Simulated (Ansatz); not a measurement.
Reaction (substitution at a C–C bond): `CC(C)[O][Zn][Cl]` + `O[SiH](O)N[SiH2]F` → `CN([SiH2]F)[SiH](O)O` + `CC[O][Zn][Cl]`

Isolated molecules relaxed with PBE0-D4/def2-TZVP in Ansatz; ΔE leaves out vibrations. CCSD(T)/CBS adds triple-zeta CCSD(T) − MP2 to the extrapolated MP2 energy (def2 sets, frozen cores). Functionals use def2-TZVPP. B3LYP here is the variant with VWN-RPA as its local correlation; programs differ in this. For Zn outer-core shells are correlated without core-valence functions, which leaves a few kJ/mol of doubt a bond. Scalar relativity is left out up to krypton. Each species was taken in one conformer, which may not be the lowest.

| level | ΔE (kcal/mol) |
| --- | --- |
| B3LYP-D4 | 14.6 |
| r2SCAN | 16.4 |
| CCSD(T)/def2-TZVPP | 15.7 |
| MP2/def2-QZVPP | 16.3 |

What does CCSD(T)/CBS give? (An estimate is asked.)

Ansatz gave: +16.2 kcal/mol. The listed levels differ from it by -1.6, 0.2, -0.5, 0.1 kcal/mol.

Largest T1 diagnostic among the species: 0.015.

In def2-TZVPP, CCSD(T) changes the Hartree–Fock value by +1.3 kcal/mol (the triples alone add +0.2 kcal/mol) and MP2 by +1.7 kcal/mol.
